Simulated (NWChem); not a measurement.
ZrNH3SO; SMILES [NH2][Zr]([OH])=[S]

```xyz
7

Zr    -0.0203    -0.2474    -0.2177
S     -0.0843     1.9515     0.1367
O     -1.5552    -1.3027     0.3271
H     -2.4295    -1.2698     0.7233
N      1.7809    -1.0243     0.2973
H      1.9599    -1.9906     0.5688
H      2.6070    -0.4758     0.5321
```
Atoms are numbered in this order, from 1.

All runs: NWChem. The geometry was optimised at PBE0/def2-SVP (def2 core potentials past Kr).

### Question
Predict the results for TPSS/STO-3G, non-relativistic. Quantities: highest occupied level (eV); orbital gap (eV); dipole (D).

### Answer
```json
{
  "highest occupied level (eV)": "-1.37",
  "orbital gap (eV)": "2.77",
  "dipole (D)": "3.42"
}
```
